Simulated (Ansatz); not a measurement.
Program: Ansatz. Geometries: PBE0-D4/def2-TZVP. ΔE: electronic, gas phase. CCSD(T)/CBS is the MP2 limit (def2-TZVPP, def2-QZVPP) plus CCSD(T) − MP2 in def2-TZVPP, frozen cores. This one scheme is used for every species. DFT in def2-TZVPP. HSE06 is defined as in plane-wave codes. Elements past krypton have def2 core potentials. For Sn outer-core shells are correlated without core-valence functions, which leaves a few kJ/mol of doubt a bond. Each species was taken in one conformer, which may not be the lowest.

Reaction (ligand exchange at the Sn–F bond): `[CH3][Sn]([F])([F])[F]` + H₂S → `[CH3][Sn]([F])([F])[SH]` + H–F

CCSD(T)/CBS gives -12.4 kJ/mol.

(1) Another level gave -1.0 kJ/mol. Which?
A. CAM-B3LYP/def2-TZVPP
B. r2SCANh-D4/def2-TZVPP
C. CAM-B3LYP-D4/def2-TZVPP
D. HSE06-D4/def2-TZVPP

Largest T1 diagnostic among the species: 0.014.

Results:

(1) C. CAM-B3LYP-D4 -1.0, CAM-B3LYP 3.4, r2SCANh-D4 -9.0, HSE06-D4 -17.2 kJ/mol.

From PBE to PBE0 (25 % exact exchange), in def2-TZVPP and without D4, ΔE moves by −4.6 kJ/mol. Leaving LDA and LC-ωPBE aside and taking each functional with its dispersion term where it has one, the values, not all of them listed here, spread over 18.7 kJ/mol, from HSE06-D4 to B97M-V. LDA lies −8.7 kJ/mol from PBE without D4. At CCSD(T), def2-SVP lies +11.0 kJ/mol from the extrapolated value and def2-TZVPP +1.6 kJ/mol.
